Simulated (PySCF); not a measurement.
BH2I.
Numbering: `[BH2:1][I:2]` (hydrogens: H3, H4 on B1)

Computed by this run: PBE0-D3(BJ)/def2-SVP geometry optimisation, gas phase, def2 core potentials past Kr (PySCF 2.14.0); density fitting, grid level 1; the optimiser is geomeTRIC in internal coordinates, started from a GFN2-xTB structure with every atom displaced at random (about 0.01 Å).

Step 0: E = -8808.3573 eV
```
atom  x, y, z in Å  |  force x, y, z in eV/Å
B1     -0.1600    0.0750    0.2969   -0.535   0.348   0.053
I2      1.8600   -0.1310    0.0169    0.895  -0.178  -0.127
H3     -0.9158   -0.7764   -0.0039   -0.255  -0.623  -0.177
H4     -0.5556    1.1025    0.7298   -0.105   0.454   0.251
```

Step 1: E = -8808.4031 eV
```
atom  x, y, z in Å  |  force x, y, z in eV/Å
B1     -0.1826    0.0946    0.2879   -0.069   0.015   0.056
I2      1.8824   -0.1464    0.0127    0.101  -0.028  -0.030
H3     -0.9094   -0.8124   -0.0116   -0.004  -0.038  -0.032
H4     -0.5620    1.1344    0.7507   -0.028   0.051   0.007
```

**Question.** Estimate the geometry and energy of step 2. (The exact step hangs on the optimiser's Hessian estimate; all steps are aligned on step 1, rigid shifts and turns removed.)

**Answer.** E = -8808.4030 eV, largest force 0.115 eV/Å
```
atom  x, y, z in Å  |  force x, y, z in eV/Å
B1     -0.1842    0.0944    0.3036    0.012   0.022  -0.112
I2      1.8854   -0.1529    0.0065   -0.017   0.006   0.027
H3     -0.9025   -0.8135   -0.0188   -0.008  -0.009   0.045
H4     -0.5703    1.1421    0.7485    0.013  -0.019   0.039
```

The energy changes by +0.0001 eV. The first-order estimate −F·Δx gives -0.0025 eV and the mean of the old and new forces, exact on a quadratic surface, +0.0001 eV. The step makes an angle of 49° with the force vector and moves no atom by more than 0.016 Å.

The cost below is that of the whole optimisation. Hardware: one thread, Arm Neoverse V1 (aarch64), no GPU, shared host. Cost: 5.4 s wall, 0.26 GiB resident at most.
